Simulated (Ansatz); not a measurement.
A run on CH$_{4}$F$_{3}$NSn (`C[NH][Sn]([F])([F])[F]`) with other settings.

```yaml
crystal:
  periodic: [false, false, false]
  atoms:
    - {symbol: C, position_ang: [0.494944, -1.330508, 0.973901]}
    - {symbol: N, position_ang: [0.903516, -0.208451, -0.143506]}
    - {symbol: Sn, position_ang: [-0.647512, 1.165026, -0.928770]}
    - {symbol: F, position_ang: [-2.242916, 0.041978, -1.754090]}
    - {symbol: F, position_ang: [0.142264, 2.412428, -2.447058]}
    - {symbol: F, position_ang: [-1.598930, 2.492550, 0.434171]}
    - {symbol: H, position_ang: [0.298201, -0.879344, 2.097312]}
    - {symbol: H, position_ang: [-0.513821, -1.920346, 0.615172]}
    - {symbol: H, position_ang: [1.391340, -2.161082, 1.043077]}
    - {symbol: H, position_ang: [1.866100, 0.330516, 0.113149]}
basis:
  gaussian: {orbitals: x2c-TZVPPall}
hamiltonian: {xc: {name: LC-wPBE}}
```

```sh
$ ansatz run in.yaml --threads 4 --pin off --events-out ev --progress --plain --max-ram 11315MiB
```

Shortened log:

```
Functional definition: LC-wPBE
1607 factors; their error is unknown
420 factors; integrals over basis functions are off by at most 2.2e-5 eV
mean field evaluation 1: about -178803.6794 eV, gradient 7.1e1 eV
mean field evaluation 2: about -178798.5755 eV, gradient 1.0e2 eV
mean field evaluation 4: about -178812.1561 eV, gradient 4.1e0 eV
mean field evaluation 8: about -178812.1954 eV, gradient 1.1e-1 eV
mean field evaluation 16: about -178812.1641 eV, gradient 1.8e-3 eV
mean field -178812.16412756 eV, -6571.2258284498 hartree, gradient 5.7e-5 eV, S^2 0.000000; 0 other end points of the search recorded, 0 dependent functions left out
reference -178812.16412757 eV, -6571.2258284500 hartree; 47, 47 occupied and 224, 224 virtual orbitals, 1607 factors
Total energy: -178812.16412757 eV, -6571.2258284500 hartree
Relativity: scalar
```

Hardware: 4 threads of an Arm Neoverse V2 on a shared host. Wall time 3.7 s, peak host memory 0.53 GiB.
